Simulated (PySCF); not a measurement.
# Calculated NMR parameters of C#CC(=O)/C=C/[SiH](C)C

```yaml
Formula: C7H10OSi
SMILES: C#CC(=O)/C=C/[SiH](C)C
Point_group_of_the_computed_structure: Cs
Degrees_of_unsaturation: 4
Carbon_signals: 6
Proton_signals: 5
```

Atom-mapped SMILES (the numbers label the heavy atoms): `[CH:1]#[C:2][C:3](=[O:4])/[CH:5]=[CH:6]/[SiH:7]([CH3:8])[CH3:9]`. Hydrogens are named by the atom that carries them.

All values are calculated (PySCF 2.14): PBE0/pcSseg-1 with gauge-including orbitals, geometry from GFN2-xTB. No solvent, non-relativistic Hamiltonian, averaged over atoms made equivalent by symmetry, fast rotation or ring inversion, a single conformation.

Scale: TMS for $^{1}$H and $^{13}$C and $^{29}$Si; $^{17}$O against H2O (reference shieldings calculated alike).

| carbon | δC, type | δH (multiplicity) | HMBC from (2–3 bonds) | span of the C tensor (ppm) |
| --- | --- | --- | --- | --- |
| C1 | 87.3, CH | 2.75 (s) | – | 172 |
| C2 | 88.4, C | – | H(C5), H(C1) | 297 |
| C3 | 176.9, C | – | H(C6), H(C5), H(C1) | 186 |
| C5 | 149.8, CH | 7.05 (d) | H(C6), H(Si7) | 209 |
| C6 | 158.1, CH | 7.88 (m) | H(C5), H(Si7), H(C8)/H(C9) | 276 |
| C8/C9 | -2.6, CH3 | 0.25 (d) | H(C6), H(Si7), H(C8)/H(C9) | 7 |

Other nuclei:
```
 atoms    nucleus                          environment  δ (ppm)  σ (ppm)
H(Si7)    $^{1}$H  hydrogen on a silicon bonded to 3 C     4.61    27.10
   Si7  $^{29}$Si             silicon bonded to 3 C, H    -18.5    367.6
    O4   $^{17}$O                        ketone oxygen    651.3   -315.2
```

- Carbon types of the structure: 2 × C, 3 × CH, 2 × CH3, leaving 1 H on heteroatoms.
- δC 176.9: carbonyl carbon of an ynone.
- δC 158.1: β carbon of a C=C–C=O unit; conjugation with the carbonyl draws π density from the β position.
- δC 149.8: α carbon of a C=C–C=O unit; the olefinic region.
- δC 88.4: alkyne carbon; the triple bond shields along its axis, which puts it between sp3 and sp2 carbons.
- δC 87.3: terminal alkyne carbon; sp carbons lie upfield of alkene carbons because the cylindrical π system leaves one tensor component strongly shielded.

Shifts are as computed. Against solution values, carbons near 30 ppm lie about +3 ppm off and those near 130 ppm about +5 ppm. Of 1211 compounds with measured shifts, 218 miss one by over three times the rms of a fit or turn the order of signals round; such compounds aren't used in these exercises. Unscaled 17O shifts of doubly bonded oxygen tend to come out too high, by tens of ppm or more. Experimental scales use liquid or dissolved standards, which lie at an offset from isolated H2O (liquid H2O: subtract about 36 ppm). Multiplicities follow the n + 1 count of equivalent neighbours, as no J values were calculated; m marks all less simple cases, F and P coupling included.
